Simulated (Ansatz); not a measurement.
## Strength of the Sb–Si bond: SbH(CH3)(SiH3) → SbH(CH3) + SiH3

Species: SbH(CH3)(SiH3), singlet; SbH(CH3), doublet; SiH3 (silyl radical) `[SiH3]`, doublet. 

Shapes, held fixed at every level: PBE0-D4/def2-TZVP. Programs: Ansatz 0.2.0. The zero-point and thermal change to 298 K, harmonic and unscaled (PBE0-D4/def2-TZVP), is -10.1 kJ/mol.

```tsv
level	kind	ΔH(298 K) (kJ/mol)	less CCSD(T)/def2-TZVPP	CPU time (sum over the molecules)
HF/def2-TZVPP	Hartree–Fock	+143.2	-92.7	–
PBE-D4/def2-TZVPP	GGA	+242.1	+6.2	16 s
r2SCAN-D4/def2-TZVPP	meta-GGA	+227.5	-8.4	31 s
B3LYP-D4/def2-TZVPP	global hybrid	+233.5	-2.4	24 s
wB97M-V/def2-TZVPP	range-separated hybrid	+242.6	+6.7	75 s
B2PLYP/def2-TZVPP	double hybrid	+228.8	-7.1	31 s
CCSD(T)/def2-TZVPP	coupled cluster or CI	+235.9	0.0	8.7 min
```

The highest level, CCSD(T)/def2-TZVPP, gives ΔH(298 K) = +235.9 kJ/mol; the levels span +143.2 to +242.6. The column of differences is taken from that level and isn't an error. Hartree–Fock misses the correlation of the pair that is broken and comes out low. No measured value is set beside it here. Open shells run unrestricted. For atoms past krypton def2 sets carry core potentials with scalar relativity. Outer-core shells of Sb are correlated in most correlated rows, in sets that cover them unevenly. Times are processor times on shared x86 and Arm servers, and rough.
